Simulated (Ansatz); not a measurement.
C3H7NO (SMILES CN(C)C=O), singlet, geometry from GFN2-xTB. Base run: SVWN5/STO-3G (Ansatz, a program for electronic structure).

Input for Ansatz:
Ansatz 0.2 input:
```yaml
crystal:
  periodic: [false, false, false]
  atoms:
    - {symbol: C, position_ang: [1.70621980, -0.15511389, 0.36234485]}
    - {symbol: N, position_ang: [0.29519214, -0.13839517, 0.08832107]}
    - {symbol: C, position_ang: [-0.40719137, -1.38994871, 0.24138838]}
    - {symbol: C, position_ang: [-0.36824107, 0.96525549, -0.29228931]}
    - {symbol: O, position_ang: [-1.55053760, 1.02463096, -0.53231672]}
    - {symbol: H, position_ang: [2.12507724, 0.83840987, 0.21427357]}
    - {symbol: H, position_ang: [1.88991505, -0.46601421, 1.39467431]}
    - {symbol: H, position_ang: [2.21531935, -0.85647680, -0.30474944]}
    - {symbol: H, position_ang: [-1.45428085, -1.21573989, 0.00086600]}
    - {symbol: H, position_ang: [0.00269292, -2.14325488, -0.43519174]}
    - {symbol: H, position_ang: [-0.32356301, -1.75177039, 1.26867964]}
    - {symbol: H, position_ang: [0.29807100, 1.84540742, -0.36692966]}
basis:
  gaussian:
    orbitals: STO-3G
hamiltonian:
  xc: {name: SVWN5}
```

Each row names what was changed in the base input (with any setting that the change needs).

| change | ΔE vs base (mEh) |
|---|---|
| base | 0.000 |
| occupation = up:A':15 A'':5 down:A':15 A'':5 | 576.1 |
| symmetry_tolerance_ang = 0.01 | 0.000 |
| occupation = up:A':17 A'':3 down:A':17 A'':3 | 900.6 |
| occupation = up:A':16 A'':4 down:A':16 A'':4 | 0.000 |
